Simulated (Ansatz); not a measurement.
Program: Ansatz. Geometries: PBE0-D4/def2-TZVP. ΔE: electronic, gas phase. CCSD(T)/CBS is the MP2 limit (def2-TZVPP, def2-QZVPP) plus CCSD(T) − MP2 in def2-TZVPP, frozen cores. Functionals use def2-TZVPP. B3LYP here is the variant with VWN-RPA as its local correlation; programs differ in this. Elements past krypton have def2 core potentials. For Sn outer-core shells are correlated without core-valence functions, which leaves a few kJ/mol of doubt a bond. One conformer a species, not always the lowest.

Consider the ligand exchange at the Si–O bond: `[SiH3][O][SnH2][Cl]` + `CC(O)O` → `CC(O)O[SiH3]` + `[OH][SnH2][Cl]`.

**Question.** Is it downhill or uphill in electronic energy at CCSD(T)/CBS, and by how much? (Estimate.)

**Answer.** Ansatz gave: Uphill: ΔE = +0.28 eV.

**Question.** What do these levels give: r2SCAN-D4, ωB97M-V, B2PLYP, B3LYP, HF/def2-TZVPP, MP2/def2-TZVPP, SCS-MP2/def2-TZVPP, CCSD/def2-TZVPP, HF/def2-QZVPP, MP2/def2-QZVPP, HF/CBS(def2), CCSD/CBS(def2)? (Best estimate.)

**Answer.** Computed: r2SCAN-D4 0.24, ωB97M-V 0.26, B2PLYP 0.26, B3LYP 0.25, HF/def2-TZVPP 0.33, MP2/def2-TZVPP 0.28, SCS-MP2/def2-TZVPP 0.29, CCSD/def2-TZVPP 0.29, HF/def2-QZVPP 0.34, MP2/def2-QZVPP 0.28, HF/CBS(def2) 0.34, CCSD/CBS(def2) 0.29 eV.

Largest T1 diagnostic among the species: 0.013.

From PBE to PBE0 (25 % exact exchange), in def2-TZVPP and without D4, ΔE moves by +0.04 eV. In def2-TZVPP, CCSD(T) changes the Hartree–Fock value by −0.05 eV (the triples alone add −0.01 eV) and MP2 by −0.05 eV.
